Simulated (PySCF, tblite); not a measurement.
Isomers of C5H10O2Si2. Calculated harmonic vibrations of the isolated species, GFN2-xTB (tblite), most abundant isotopes, no scaling. Errors from tens to a few hundred cm⁻¹ against measured bands are possible. Modes of hydrogen on silicon can be 10 to 20 % off. One conformer each.

Electronic energies: PBE0/pcSseg-1 single points on the GFN2-xTB geometries (PySCF, gas phase).

```tsv
SMILES	electronic energy, lowest = 0 (kcal/mol)
C#CC1([SiH2]O[SiH2]O)CC1	0.0
C=C[Si@H](C=O)C(=C)O[SiH3]	50.6
C=CO/C([SiH3])=C(/[SiH3])C=O	71.9
```

Task: How do GFN2-xTB zero-point energies change the relative energies?

Result: 
| SMILES | ZPE (kcal/mol) | of it from modes above 1550 cm⁻¹ | electronic (kcal/mol) | with ZPE, lowest = 0 (kcal/mol) | lowest mode (cm⁻¹) | rings |
| --- | --- | --- | --- | --- | --- | --- |
| C#CC1([SiH2]O[SiH2]O)CC1 | 81.7 | 43.6 | 0.0 | 0.0 | 16 | 1 |
| C=C[Si@H](C=O)C(=C)O[SiH3] | 79.9 | 46.2 | 50.6 | 48.8 | 22 | 0 |
| C=CO/C([SiH3])=C(/[SiH3])C=O | 77.9 | 43.8 | 71.9 | 68.0 | 57 | 0 |

The zero-point energies span 3.8 kcal/mol, from `C=CO/C([SiH3])=C(/[SiH3])C=O` to `C#CC1([SiH2]O[SiH2]O)CC1`. The order is unchanged.

Task: And how do the electronic energies of GFN2-xTB itself compare?

Result: `C#CC1([SiH2]O[SiH2]O)CC1` 0.0; `C=C[Si@H](C=O)C(=C)O[SiH3]` 86.4; `C=CO/C([SiH3])=C(/[SiH3])C=O` 93.8 kcal/mol, lowest = 0. Against the energies above, taken from the same isomer `C#CC1([SiH2]O[SiH2]O)CC1`, the largest difference is 35.8 kcal/mol.
